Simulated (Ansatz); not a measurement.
Reaction (ligand exchange at the Al–S bond): `NC[S][AlH2]` + `C[NH][AlH2]` → `C[N]([AlH2])[AlH2]` + `NCS`

Computed with Ansatz on PBE0-D4/def2-TZVP structures; ΔE is electronic, products minus reactants. CCSD(T)/CBS adds triple-zeta CCSD(T) − MP2 to the extrapolated MP2 energy (def2 sets, frozen cores). DFT in def2-TZVPP. B3LYP here is the variant with VWN-RPA as its local correlation; programs differ in this. HSE06 is defined as in plane-wave codes. Each species was taken in one conformer, which may not be the lowest.

```json
{"level": "LDA (SPW92)", "ΔE (kcal/mol)": "9.0", "difference from CCSD(T)/CBS": "1.4"}
{"level": "PBE-D4", "ΔE (kcal/mol)": "9.4", "difference from CCSD(T)/CBS": "1.8"}
{"level": "revPBE-D4", "ΔE (kcal/mol)": "9.2", "difference from CCSD(T)/CBS": "1.6"}
{"level": "BLYP-D4", "ΔE (kcal/mol)": "7.8", "difference from CCSD(T)/CBS": "0.2"}
{"level": "PBE0-D4", "ΔE (kcal/mol)": "9.2", "difference from CCSD(T)/CBS": "1.6"}
{"level": "B3LYP-D4", "ΔE (kcal/mol)": "7.8", "difference from CCSD(T)/CBS": "0.2"}
{"level": "r2SCANh-D4", "ΔE (kcal/mol)": "8.6", "difference from CCSD(T)/CBS": "1.0"}
{"level": "HSE06-D4", "ΔE (kcal/mol)": "9.3", "difference from CCSD(T)/CBS": "1.7"}
{"level": "BHLYP-D4", "ΔE (kcal/mol)": "7.6", "difference from CCSD(T)/CBS": "0.0"}
{"level": "CAM-B3LYP-D4", "ΔE (kcal/mol)": "7.3", "difference from CCSD(T)/CBS": "-0.3"}
{"level": "ωB97X-V", "ΔE (kcal/mol)": "7.6", "difference from CCSD(T)/CBS": "0.0"}
{"level": "ωB97M-V", "ΔE (kcal/mol)": "7.4", "difference from CCSD(T)/CBS": "-0.2"}
{"level": "B2PLYP", "ΔE (kcal/mol)": "7.6", "difference from CCSD(T)/CBS": "0.0"}
{"level": "PBE-QIDH", "ΔE (kcal/mol)": "8.4", "difference from CCSD(T)/CBS": "0.8"}
{"level": "PBE", "ΔE (kcal/mol)": "9.7", "difference from CCSD(T)/CBS": "2.1"}
{"level": "revPBE", "ΔE (kcal/mol)": "10.1", "difference from CCSD(T)/CBS": "2.5"}
{"level": "BLYP", "ΔE (kcal/mol)": "8.5", "difference from CCSD(T)/CBS": "0.9"}
{"level": "r2SCAN", "ΔE (kcal/mol)": "8.7", "difference from CCSD(T)/CBS": "1.1"}
{"level": "PBE0", "ΔE (kcal/mol)": "9.5", "difference from CCSD(T)/CBS": "1.9"}
{"level": "B3LYP", "ΔE (kcal/mol)": "8.4", "difference from CCSD(T)/CBS": "0.8"}
{"level": "r2SCANh", "ΔE (kcal/mol)": "8.7", "difference from CCSD(T)/CBS": "1.1"}
{"level": "r2SCAN0", "ΔE (kcal/mol)": "8.7", "difference from CCSD(T)/CBS": "1.1"}
{"level": "HSE06", "ΔE (kcal/mol)": "9.6", "difference from CCSD(T)/CBS": "2.0"}
{"level": "BHLYP", "ΔE (kcal/mol)": "8.1", "difference from CCSD(T)/CBS": "0.5"}
{"level": "CAM-B3LYP", "ΔE (kcal/mol)": "7.5", "difference from CCSD(T)/CBS": "-0.1"}
{"level": "LC-ωPBE", "ΔE (kcal/mol)": "8.3", "difference from CCSD(T)/CBS": "0.7"}
{"level": "RPA@PBE/def2-TZVPP", "ΔE (kcal/mol)": "5.7", "difference from CCSD(T)/CBS": "-1.9"}
{"level": "CCSD/def2-SVP", "ΔE (kcal/mol)": "6.7", "difference from CCSD(T)/CBS": "-0.9"}
{"level": "CCSD(T)/def2-SVP", "ΔE (kcal/mol)": "6.7", "difference from CCSD(T)/CBS": "-0.9"}
{"level": "HF/def2-TZVPP", "ΔE (kcal/mol)": "8.2", "difference from CCSD(T)/CBS": "0.6"}
{"level": "MP2/def2-TZVPP", "ΔE (kcal/mol)": "6.9", "difference from CCSD(T)/CBS": "-0.7"}
{"level": "SCS-MP2/def2-TZVPP", "ΔE (kcal/mol)": "6.4", "difference from CCSD(T)/CBS": "-1.2"}
{"level": "CCSD/def2-TZVPP", "ΔE (kcal/mol)": "6.8", "difference from CCSD(T)/CBS": "-0.8"}
{"level": "CCSD(T)/def2-TZVPP", "ΔE (kcal/mol)": "6.8", "difference from CCSD(T)/CBS": "-0.8"}
{"level": "HF/def2-QZVPP", "ΔE (kcal/mol)": "7.9", "difference from CCSD(T)/CBS": "0.3"}
{"level": "MP2/def2-QZVPP", "ΔE (kcal/mol)": "7.2", "difference from CCSD(T)/CBS": "-0.4"}
{"level": "SCS-MP2/def2-QZVPP", "ΔE (kcal/mol)": "6.9", "difference from CCSD(T)/CBS": "-0.7"}
{"level": "HF/CBS(def2)", "ΔE (kcal/mol)": "7.8", "difference from CCSD(T)/CBS": "0.2"}
{"level": "MP2/CBS(def2)", "ΔE (kcal/mol)": "7.7", "difference from CCSD(T)/CBS": "0.1"}
{"level": "CCSD/CBS(def2)", "ΔE (kcal/mol)": "7.6", "difference from CCSD(T)/CBS": "0.0"}
{"level": "CCSD(T)/CBS", "ΔE (kcal/mol)": "7.6", "difference from CCSD(T)/CBS": "0"}
```

Largest T1 diagnostic among the species: 0.012.

In def2-TZVPP, CCSD(T) changes the Hartree–Fock value by −1.4 kcal/mol (the triples alone add −0.0 kcal/mol) and MP2 by −1.4 kcal/mol. At CCSD(T), def2-SVP lies −0.9 kcal/mol from the extrapolated value and def2-TZVPP −0.8 kcal/mol. Leaving LDA and LC-ωPBE aside and taking each functional with its dispersion term where it has one, the values spread over 2.1 kcal/mol, from CAM-B3LYP-D4 to PBE-D4. LDA lies −0.8 kcal/mol from PBE without D4.
